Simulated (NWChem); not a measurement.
System: GaH3SO2; SMILES [SH][Ga]([OH])[OH]

NWChem input:

```
start job
memory heap 200 mb stack 900 mb global 1100 mb
geometry units angstroms noautoz
  Ga     0.006640     0.304348     0.000000
  O     -1.481764     1.277372     0.000000
  H     -1.356993     2.231201     0.000000
  O      1.643159     1.009076     0.000000
  H      1.685887     1.970389     0.000000
  S     -0.161454    -1.872352     0.000000
  H      1.183257    -2.017696     0.000000
end
basis spherical
  Ga library def2-svp
  O library def2-svp
  H library def2-svp
  S library def2-svp
end
dft
  xc m06-l
  grid xcoarse
  iterations 150
  mulliken
end
task dft gradient
```

NWChem printed, in part:

```
             Northwest Computational Chemistry Package (NWChem) 7.3.0
             --------------------------------------------------------

 CS  symmetry detected

                             Geometry "geometry" -> ""
                             -------------------------

 Output coordinates in angstroms (scale by  1.889725989 to convert to a.u.)

  No.       Tag          Charge          X              Y              Z
 ---- ---------------- ---------- -------------- -------------- --------------
    1 Ga                  31.0000    -0.01333763     0.30477402     0.00000000
    2 O                    8.0000    -1.54341574     1.21085523     0.00000000
    3 H                    1.0000    -1.46105396     2.16927795     0.00000000
    4 O                    8.0000     1.59032929     1.08136168     0.00000000
    5 H                    1.0000     1.59039695     2.04362378     0.00000000
    6 S                   16.0000    -0.08476572    -1.87723801     0.00000000
    7 H                    1.0000     1.26506675    -1.96282342     0.00000000

 Effective nuclear repulsion energy (a.u.)     362.8517313753

      Symmetry information
      --------------------

 Group name             Cs
 Group number              2
 Group order               2
 No. of unique centers     7

                                 NWChem DFT Module
                                 -----------------

 Summary of "ao basis" -> "ao basis" (spherical)
 ------------------------------------------------------------------------------
       Tag                 Description            Shells   Functions and Types
 ---------------- ------------------------------  ------  ---------------------
 Ga                         def2-svp                12       32   5s4p3d
 O                          def2-svp                 6       14   3s2p1d
 H                          def2-svp                 3        5   2s1p
 S                          def2-svp                 8       18   4s3p1d

      Symmetry analysis of basis
      --------------------------

        a'         67
        a"         26

            General Information
            -------------------
          SCF calculation type: DFT
          Wavefunction type:  closed shell.
          No. of atoms     :     7
          No. of electrons :    66
           Alpha electrons :    33
            Beta electrons :    33
          Charge           :     0
          Spin multiplicity:     1
          Use of symmetry is: on ; symmetry adaption is: on
          Maximum number of iterations: 150
          AO basis - number of functions:    93
                     number of shells:    41
          Convergence on energy requested:  1.00D-06
          Convergence on density requested:  1.00D-05
          Convergence on gradient requested:  5.00D-04

              XC Information
              --------------
                        M06-L Method XC Functional
                         M06-L Exchange Functional  1.000
                       M06-L Correlation Potential  1.000

             Grid Information
             ----------------
          Grid used for XC integration:  xcoarse
          Radial quadrature: Mura-Knowles
          Angular quadrature: Lebedev.
          Tag              B.-S. Rad. Rad. Pts. Rad. Cut. Ang. Pts.
          ---              ---------- --------- --------- ---------
          Ga                  1.30       75           8.0       194
          O                   0.60       21          10.0       194
          H                   0.35       21          11.0       194
          S                   1.00       42          10.0       194
          Grid pruning is: on
          Number of quadrature shells:   222
          Spatial weights used:  Erf1

      Superposition of Atomic Density Guess
      -------------------------------------

 Sum of atomic energies:       -2471.20332427

      Non-variational initial energy
      ------------------------------

 Total energy =   -2472.004265
 1-e energy   =   -4165.055700
 2-e energy   =    1330.199703
 HOMO         =      -0.331246
 LUMO         =      -0.037092

      Symmetry analysis of molecular orbitals - initial
      -------------------------------------------------

  Numbering of irreducible representations:

     1 a'          2 a"

  Orbital symmetries:

     1 a'          2 a'          3 a'          4 a'          5 a'
     6 a"          7 a'          8 a'          9 a'         10 a'
    11 a'         12 a"         13 a'         14 a'         15 a'
    16 a"         17 a'         18 a'         19 a'         20 a"
    21 a'         22 a"         23 a'         24 a'         25 a'
    26 a'         27 a'         28 a'         29 a"         30 a'
    31 a"         32 a'         33 a"         34 a'         35 a"
    36 a'         37 a'         38 a'         39 a'         40 a'
    41 a'         42 a"         43 a'

     ---------------------------------------------
      Total Density - Mulliken Population Analysis
     ---------------------------------------------

    Atom       Charge   Shell Charges
 -----------   ------   -------------------------------------------------------
    1 Ga  31    29.67   2.00  2.00  2.00  0.72  0.08  6.00  5.98  0.50  0.23  8.11  1.83  0.22
    2 O    8     8.90   1.99  1.11  0.66  3.10  2.03  0.00
    3 H    1     0.66   0.53  0.07  0.06
    4 O    8     8.90   1.99  1.11  0.66  3.10  2.03  0.00
    5 H    1     0.66   0.53  0.07  0.06
    6 S   16    16.43   2.00  1.99  1.21  0.63  5.94  1.79  2.85  0.02
    7 H    1     0.79   0.57  0.18  0.03

   convergence    iter        energy       DeltaE   RMS-Dens  Diis-err
 ---------------- ----- ----------------- --------- --------- ---------
 d= 0,ls=0.0,diis     1  -2474.7117295163 -2.84D+03  1.96D-02  1.02D+00
 d= 0,ls=0.0,diis     2  -2474.4410914140  2.71D-01  1.26D-02  3.61D+00
 d= 0,ls=0.0,diis     3  -2474.8347937422 -3.94D-01  1.96D-03  5.01D-02
 d= 0,ls=0.0,diis     4  -2474.8388220084 -4.03D-03  8.57D-04  9.92D-03
 d= 0,ls=0.0,diis     5  -2474.8363795561  2.44D-03  5.06D-04  2.35D-03
  Resetting Diis
 d= 0,ls=0.0,diis     6  -2474.8369231641 -5.44D-04  2.86D-04  5.54D-04
 d= 0,ls=0.0,diis     7  -2474.8370554239 -1.32D-04  4.68D-04  3.39D-04
 d= 0,ls=0.0,diis     8  -2474.8370679283 -1.25D-05  2.04D-04  7.57D-04
 d= 0,ls=0.0,diis     9  -2474.8371439207 -7.60D-05  5.44D-05  4.96D-05
 d= 0,ls=0.0,diis    10  -2474.8371489494 -5.03D-06  2.01D-05  2.29D-06
 d= 0,ls=0.0,diis    11  -2474.8371492644 -3.15D-07  5.70D-06  2.92D-07

         Total DFT energy =    -2474.837149264356
      One electron energy =    -4167.330948202099
           Coulomb energy =     1448.789253671407
    Exchange-Corr. energy =     -119.147186108946
 Nuclear repulsion energy =      362.851731375282

 Numeric. integr. density =       65.998170865001

                  Occupations of the irreducible representations
                  ----------------------------------------------

                     irrep           alpha         beta
                     --------     --------     --------
                     a'               25.0         25.0
                     a"                8.0          8.0

                       DFT Final Molecular Orbital Analysis
                       ------------------------------------

 Vector   31  Occ=2.000000D+00  E=-2.834292D-01  Symmetry=a'
              MO Center=  3.2D-02,  1.1D+00, -7.1D-16, r^2= 3.4D+00
   Bfn.  Coefficient  Atom+Function         Bfn.  Coefficient  Atom+Function
  ----- ------------  ---------------      ----- ------------  ---------------
    36      0.427063  2 O  px                55      0.428345  4 O  px
    58      0.318126  4 O  px                39      0.315852  2 O  px
    12     -0.133946  1 Ga px                18      0.128526  1 Ga d -2
     9      0.090284  1 Ga px                56     -0.087395  4 O  py
    34     -0.081153  2 O  s                 35     -0.077166  2 O  s

 Vector   32  Occ=2.000000D+00  E=-2.720444D-01  Symmetry=a"
              MO Center= -2.8D-02,  1.1D+00, -7.4D-14, r^2= 3.0D+00
   Bfn.  Coefficient  Atom+Function         Bfn.  Coefficient  Atom+Function
  ----- ------------  ---------------      ----- ------------  ---------------
    38      0.449816  2 O  pz                57     -0.435125  4 O  pz
    41      0.348777  2 O  pz                60     -0.338692  4 O  pz
    21     -0.100810  1 Ga d  1              31      0.056175  1 Ga d  1

 Vector   33  Occ=2.000000D+00  E=-2.409685D-01  Symmetry=a"
              MO Center= -4.9D-02, -1.6D+00,  6.3D-16, r^2= 2.2D+00
   Bfn.  Coefficient  Atom+Function         Bfn.  Coefficient  Atom+Function
  ----- ------------  ---------------      ----- ------------  ---------------
    83      0.616947  6 S  pz                80      0.426603  6 S  pz
    77      0.244329  6 S  pz                57     -0.130854  4 O  pz
    38     -0.129445  2 O  pz                60     -0.104399  4 O  pz
    41     -0.100895  2 O  pz                19      0.071930  1 Ga d -1
    14      0.066318  1 Ga pz                29     -0.052604  1 Ga d -1

[...]

                         DFT ENERGY GRADIENTS

    atom               coordinates                        gradient
                 x          y          z           x          y          z
   1 Ga     -0.025204   0.575939   0.000000    0.000732  -0.002574   0.000000
   2 O      -2.916633   2.288185   0.000000   -0.000283   0.002552   0.000000
   3 H      -2.760992   4.099341   0.000000   -0.000153  -0.001818   0.000000
   4 O       3.005287   2.043477   0.000000   -0.000514   0.002592   0.000000
   5 H       3.005414   3.861889   0.000000    0.000207  -0.002077   0.000000
   6 S      -0.160184  -3.547465   0.000000   -0.001537   0.001941   0.000000
   7 H       2.390630  -3.709198   0.000000    0.001547  -0.000616   0.000000
```

Level: M06-L/def2-SVP. Structure relaxed at the PBE0/def2-SVP level.
